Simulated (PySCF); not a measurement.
# GeH₂: from structure and modes to constants

Computed with PySCF, PBE0, basis Ge def2-TZVP, H def2-TZVP (no relativity, density fitting).

The singlet minimum has C2v symmetry. Masses (u): Ge 73.92118, H 1.00782.

```xyz
3
charge 0 multiplicity 1, angstrom
Ge    0.0000    0.0000   -0.0301
H     1.1336    0.0000    1.0911
H    -1.1336    0.0000    1.0911
```

Harmonic wavenumbers (cm⁻¹): 934.6 (a1, ×1), 1926.9 (a1, ×1), 1936.4 (b2, ×1).

Q: Find the principal moments of inertia and the rotational constants. What kind of rotor is it?

A: About the centre of mass I = 2.4667, 2.5901, 5.0568 u Å². With B = 16.8576/I this gives 6.834, 6.509, 3.334 cm⁻¹. The molecule is an asymmetric top with κ = 0.81.

Q: What is the harmonic zero-point energy?

A: Half the sum of all 3 wavenumbers, 4798/2 = 2399 cm⁻¹, which is 28.7 kJ/mol (1 cm⁻¹ = 0.0119627 kJ/mol).

Q: Give the standard entropy (298.15 K, 1 bar) by its translational, rotational, vibrational and spin parts, and Cp.

A: Sackur–Tetrode with M = 75.94 u gives 162.9; rotation with symmetry number 2 gives 57.2; vibration 0.5; spin R ln 1 = 0.0. The total is 220.6 J/(mol K), and Cp = 4 R + 2.0 = 35.3 J/(mol K).
